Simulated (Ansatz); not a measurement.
```xyz
19

C     1.780   -1.678    0.581
C     0.559   -1.374    0.138
C    -0.405   -2.454   -0.251
C     0.100    0.026    0.028
C     1.003    1.068   -0.192
C     0.573    2.381   -0.277
C    -0.775    2.685   -0.152
C    -1.687    1.662    0.049
C    -1.254    0.347    0.131
H     2.111   -2.708    0.641
H     2.476   -0.919    0.916
H    -1.250   -2.502    0.443
H     0.083   -3.429   -0.243
H    -0.819   -2.276   -1.247
H     2.054    0.841   -0.323
H     1.294    3.171   -0.454
H    -1.113    3.713   -0.222
H    -2.744    1.885    0.142
H    -1.984   -0.438    0.291
```

Charge 0, multiplicity 1.

**Question.** List the B3LYP/def2-TZVPP orbital energies in eV (Ansatz). (Best estimate.)

**Answer.** The calculation gave: Occupied: -277.20, -277.14, -276.91, -276.90, -276.88, -276.88, -276.86, -276.72, -276.51, -23.62, -22.08, -20.46, -20.09, -18.82, -16.87, -16.49, -14.99, -13.99, -12.70, -12.61, -12.22, -11.70, -11.60, -11.16, -10.49, -10.21, -10.11, -9.40, -9.22, -7.90, -7.08, -6.35. Lowest empty: -1.03, -0.39, 0.93, 1.10, 1.59, 2.00, 2.27, 2.52.

B3LYP here is the variant with VWN-RPA as its local correlation; programs differ in this.
